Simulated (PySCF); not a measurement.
A structure optimised at PBE0-D3(BJ)/def2-SVP, used in a PySCF frequency run:

```
S
O 1 1.4378
O 1 1.4471 2 123.45
O 1 1.6153 2 107.80 3 -126.21
H 4 0.9702 1 107.53 2 140.49
H 1 1.3681 2 108.09 4 -105.35
```
Charge 0, spin multiplicity 1.

Task: Write its SMILES and formula.

Result: O=[SH](=O)O, H₂O₃S

Task: What are its rotational constants (standard atomic weights)?

Result: 9.0136, 8.5347, 4.8746 GHz
